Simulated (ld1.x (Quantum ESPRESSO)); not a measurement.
**strontium (Sr), RRKJ: configuration errors across variants**

```
Element                 : strontium (Sr)
Generator               : ld1.x (Quantum ESPRESSO) 7.5
Type                    : norm-conserving RRKJ (Kleinman–Bylander form)
Functional              : LDA (PZ)
Relativity              : scalar-relativistic
Frozen core             : [Kr]
Valence charge          : 2
Reference configuration : 4d1 5s1 5p0
Partial waves           : 5p (bound, empty): rc 4.20 bohr; 4d (bound): rc 3.35 bohr; 5s (bound): rc 2.90 bohr
Local potential         : the s channel
Core correction         : none
rho0                    : 0.02
```

All-electron excitation energies from the reference (eV): (1) 4d0 5s2 5p0 -2.340; (2) 4d0 5s1 5p0 3.724; (3) 4d0 5s1.5 5p0 0.073; (4) 4d0.5 5s1.5 5p0 -1.191; (5) 4d0 5s0 5p2 2.588; (6) 4d0 5s1 5p1 0.051; (7) 4d1 5s0 5p0 5.521; (8) 4d1 5s1 5p0 spin -0.399; (9) 4d0 5s1 5p0 spin 3.547.

Spin tests fill each open shell by Hund’s rule, majority spin first.

6 further variants failed, have other tests or another functional or relativity, and are left out.

A true bound ghost makes a file unfit for plane-wave use even where its test errors are small: the radial tests pick states by their node count and pass the ghost by.

Errors AE − PS in meV (a dash: test not solved or not reliable):

```csv
change,(1),(2),(3),(4),(5),(6),(7),(8),(9),bound ghosts
base,+102,+165,+118,+19,+234,+141,+36,+254,+244,none
core correction a·sin(br)/r model core inside 3.32 bohr,+39,+54,+45,+7.8,+18,+35,0.0,+94,+64,none
"all radii scaled by about 1.18 (s 3.42, p 4.96, d 3.96 bohr)",+99,+179,+121,+20,+266,+154,+26,+254,+257,none
wave 5p (bound): rc 4.20 bohr becomes 5p (bound): rc 3.70 bohr,+102,+165,+118,+19,+232,+140,+36,+254,+244,none
wave 4d (bound): rc 3.35 bohr becomes 4d (bound): rc 4.48 bohr,+101,+199,+131,+21,+282,+164,+16,+252,+276,none
type TM; local potential all-electron potential smoothed inside 2.40 bohr (lloc = -1); rho0 0,+99,+154,+112,+18,+228,+135,+41,+254,+232,s
```

Give the same row for: core correction a·sin(br)/r model core inside 3.40 bohr.

+42, +59, +48, +8.3, +26, +40, +0.7, +99, +71; bound ghosts: none.
